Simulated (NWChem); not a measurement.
System: silicon dioxide molecule (SiO2); SMILES O=[Si]=O

Computed with NWChem. Pople sets run with spherical d functions. The geometry was optimised at PBE0/def2-SVP. Static field.

```
level                     basis functions  isotropic polarisability (bohr³)  anisotropy (bohr³)
------------------------  ---------------  --------------------------------  ------------------
Hartree-Fock/6-31G*                    46                              20.0                13.9
Hartree-Fock/6-31+G*                   58                        (withheld)          (withheld)
Hartree-Fock/def2-SVP                  46                              19.7                12.8
Hartree-Fock/def2-SVPD                 70                              25.5                10.5
Hartree-Fock/def2-TZVP                 99                              23.5                12.1
Hartree-Fock/aug-cc-pVDZ               73                              25.1                12.3
Hartree-Fock/Sadlej pVTZ               80                              25.9                11.1
Hartree-Fock/def2-TZVPD               123                              26.0                10.8
Hartree-Fock/aug-cc-pVTZ              142                              26.0                11.1
```

Fill in the missing entries.


- Hartree-Fock/6-31+G*, isotropic polarisability (bohr³): 22.4
- Hartree-Fock/6-31+G*, anisotropy (bohr³): 17.3
